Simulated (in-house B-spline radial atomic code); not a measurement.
A run on Ge III (Ge2+) (an excited or competing configuration) that did not converge. Method: scalar-relativistic (X2C) HSE06, spin-polarised, spherical fractional occupations, Fermi nucleus of rms radius 4.0742 fm; computed with a B-spline radial code for spherical atoms. In the input, 2p2,3 would mean two up and three down electrons.

Command:
```bash
python run_scf.py task.json out
```
Settings (nuclear radius in fm, mass in u):
```
Z                32
configuration    1s2 2s2 2p6 3s2 3p3,2 3d10 4s2 5f0,1
hamiltonian      x2c
method           hse06
spin_polarised   True
nucleus          fermi
rms_radius       4.0742
atomic_mass      73.92118
speed_of_light   137.035999084
```

First and last ten iterations of the last attempt (damped for 15 steps, keeping 80 % of the old Fock matrix, then DIIS):
```
 iter        energy (Eh)    residual
    1       -2090.356037    3.84e-01
    2       -2090.733943    2.72e-01
    3       -2091.650021    1.64e-01
    4       -2092.025720    9.63e-02
    5       -2092.170462    5.69e-02
    6       -2092.223738    3.30e-02
    7       -2092.242757    1.89e-02
    8       -2092.249437    1.08e-02
    9       -2092.251766    7.47e-03
   10       -2092.252584    5.27e-03
  111       -2092.253079    3.50e-07
  112       -2092.253079    3.50e-07
  113       -2092.253079    3.50e-07
  114       -2092.253079    5.72e-07
  115       -2092.253079    5.71e-07
  116       -2092.253079    3.49e-07
  117       -2092.253079    3.49e-07
  118       -2092.253079    3.49e-07
  119       -2092.253079    3.49e-07
  120       -2092.253079    3.49e-07
 not converged after 120 iterations
```

The smallest residual met was 3.5e-07; the threshold is about 3e-07. Over the last five steps the energy moves by less than 1e-08 hartree, but the orbitals didn't meet the threshold. Time taken, with all properties: 14 s on 1 thread of Arm Neoverse V1, on a shared host.
